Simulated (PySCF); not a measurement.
In(Me)2(Et) (C₄H₁₁In), SMILES [CH3][In]([CH3])[CH2]C.

Geometry optimised at PBE0-D3(BJ)/def2-SVP. The isomer is the one that the SMILES or the coordinates give; other isomers of the formula were not compared. The def2 effective core potentials stand for the cores of In; spin–orbit coupling is left out. One conformer was computed; it need not be the lowest.

These are PBE0-D3(BJ)/def2-SVP run with PySCF values and carry that method's errors.

Frequencies are harmonic and unscaled.

A small imaginary wavenumber (i) marks a very flat motion, where grid noise or a shallow saddle decides the sign.

Problem. List the normal modes with their intensities. (The exact figures need the calculation; the answer reports its results.)

Solution. 
```json
[
 {"mode": "1", "ν (cm⁻¹)": "8i", "IR (km/mol)": "0.0", "moving atoms (share of kinetic energy)": "H 97 %"},
 {"mode": "2", "ν (cm⁻¹)": "20", "IR (km/mol)": "0.1", "moving atoms (share of kinetic energy)": "H 98 %"},
 {"mode": "3", "ν (cm⁻¹)": "32", "IR (km/mol)": "0.0", "moving atoms (share of kinetic energy)": "H 51 %, C 47 %"},
 {"mode": "4", "ν (cm⁻¹)": "76", "IR (km/mol)": "1.7", "moving atoms (share of kinetic energy)": "C 61 %, H 27 %, In 11 %"},
 {"mode": "5", "ν (cm⁻¹)": "111", "IR (km/mol)": "2.3", "moving atoms (share of kinetic energy)": "C 39 %, H 37 %, In 24 %"},
 {"mode": "6", "ν (cm⁻¹)": "112", "IR (km/mol)": "5.2", "moving atoms (share of kinetic energy)": "C 58 %, H 31 %, In 10 %"},
 {"mode": "7", "ν (cm⁻¹)": "220", "IR (km/mol)": "0.5", "moving atoms (share of kinetic energy)": "H 85 %, C 13 %"},
 {"mode": "8", "ν (cm⁻¹)": "235", "IR (km/mol)": "7.7", "moving atoms (share of kinetic energy)": "C 64 %, H 24 %, In 13 %"},
 {"mode": "9", "ν (cm⁻¹)": "460", "IR (km/mol)": "5.1", "moving atoms (share of kinetic energy)": "C 76 %, H 22 %"},
 {"mode": "10", "ν (cm⁻¹)": "489", "IR (km/mol)": "45.0", "moving atoms (share of kinetic energy)": "C 66 %, H 20 %, In 14 %"},
 {"mode": "11", "ν (cm⁻¹)": "499", "IR (km/mol)": "39.7", "moving atoms (share of kinetic energy)": "C 67 %, H 19 %, In 15 %"},
 {"mode": "12", "ν (cm⁻¹)": "569", "IR (km/mol)": "0.9", "moving atoms (share of kinetic energy)": "H 85 %, C 15 %"},
 {"mode": "13", "ν (cm⁻¹)": "617", "IR (km/mol)": "0.1", "moving atoms (share of kinetic energy)": "H 87 %, C 13 %"},
 {"mode": "14", "ν (cm⁻¹)": "665", "IR (km/mol)": "36.3", "moving atoms (share of kinetic energy)": "H 84 %, C 15 %"},
 {"mode": "15", "ν (cm⁻¹)": "684", "IR (km/mol)": "67.3", "moving atoms (share of kinetic energy)": "H 80 %, C 18 %"},
 {"mode": "16", "ν (cm⁻¹)": "734", "IR (km/mol)": "92.0", "moving atoms (share of kinetic energy)": "H 81 %, C 19 %"},
 {"mode": "17", "ν (cm⁻¹)": "926", "IR (km/mol)": "2.5", "moving atoms (share of kinetic energy)": "H 92 %"},
 {"mode": "18", "ν (cm⁻¹)": "960", "IR (km/mol)": "9.5", "moving atoms (share of kinetic energy)": "H 86 %, C 14 %"},
 {"mode": "19", "ν (cm⁻¹)": "1060", "IR (km/mol)": "12.9", "moving atoms (share of kinetic energy)": "C 74 %, H 26 %"},
 {"mode": "20", "ν (cm⁻¹)": "1175", "IR (km/mol)": "4.5", "moving atoms (share of kinetic energy)": "H 81 %, C 19 %"},
 {"mode": "21", "ν (cm⁻¹)": "1180", "IR (km/mol)": "1.5", "moving atoms (share of kinetic energy)": "H 82 %, C 18 %"},
 {"mode": "22", "ν (cm⁻¹)": "1191", "IR (km/mol)": "4.8", "moving atoms (share of kinetic energy)": "H 65 %, C 35 %"},
 {"mode": "23", "ν (cm⁻¹)": "1241", "IR (km/mol)": "2.0", "moving atoms (share of kinetic energy)": "H 76 %, C 24 %"},
 {"mode": "24", "ν (cm⁻¹)": "1393", "IR (km/mol)": "7.0", "moving atoms (share of kinetic energy)": "H 82 %, C 18 %"},
 {"mode": "25", "ν (cm⁻¹)": "1425", "IR (km/mol)": "0.2", "moving atoms (share of kinetic energy)": "H 95 %"},
 {"mode": "26", "ν (cm⁻¹)": "1427", "IR (km/mol)": "0.2", "moving atoms (share of kinetic energy)": "H 95 %"},
 {"mode": "27", "ν (cm⁻¹)": "1428", "IR (km/mol)": "1.0", "moving atoms (share of kinetic energy)": "H 94 %"},
 {"mode": "28", "ν (cm⁻¹)": "1434", "IR (km/mol)": "1.1", "moving atoms (share of kinetic energy)": "H 90 %, C 10 %"},
 {"mode": "29", "ν (cm⁻¹)": "1437", "IR (km/mol)": "3.6", "moving atoms (share of kinetic energy)": "H 95 %"},
 {"mode": "30", "ν (cm⁻¹)": "1468", "IR (km/mol)": "2.2", "moving atoms (share of kinetic energy)": "H 97 %"},
 {"mode": "31", "ν (cm⁻¹)": "1477", "IR (km/mol)": "7.1", "moving atoms (share of kinetic energy)": "H 97 %"},
 {"mode": "32", "ν (cm⁻¹)": "3031", "IR (km/mol)": "57.9", "moving atoms (share of kinetic energy)": "H 97 %"},
 {"mode": "33", "ν (cm⁻¹)": "3054", "IR (km/mol)": "13.6", "moving atoms (share of kinetic energy)": "H 95 %"},
 {"mode": "34", "ν (cm⁻¹)": "3055", "IR (km/mol)": "15.1", "moving atoms (share of kinetic energy)": "H 97 %"},
 {"mode": "35", "ν (cm⁻¹)": "3056", "IR (km/mol)": "5.9", "moving atoms (share of kinetic energy)": "H 97 %"},
 {"mode": "36", "ν (cm⁻¹)": "3101", "IR (km/mol)": "3.9", "moving atoms (share of kinetic energy)": "H 91 %, C 9 %"},
 {"mode": "37", "ν (cm⁻¹)": "3110", "IR (km/mol)": "27.9", "moving atoms (share of kinetic energy)": "H 91 %, C 9 %"},
 {"mode": "38", "ν (cm⁻¹)": "3132", "IR (km/mol)": "29.0", "moving atoms (share of kinetic energy)": "H 91 %, C 9 %"},
 {"mode": "39", "ν (cm⁻¹)": "3158", "IR (km/mol)": "0.0", "moving atoms (share of kinetic energy)": "H 91 %, C 9 %"},
 {"mode": "40", "ν (cm⁻¹)": "3158", "IR (km/mol)": "12.8", "moving atoms (share of kinetic energy)": "H 91 %, C 9 %"},
 {"mode": "41", "ν (cm⁻¹)": "3176", "IR (km/mol)": "6.7", "moving atoms (share of kinetic energy)": "H 90 %, C 10 %"},
 {"mode": "42", "ν (cm⁻¹)": "3178", "IR (km/mol)": "6.6", "moving atoms (share of kinetic energy)": "H 90 %, C 10 %"}
]
```
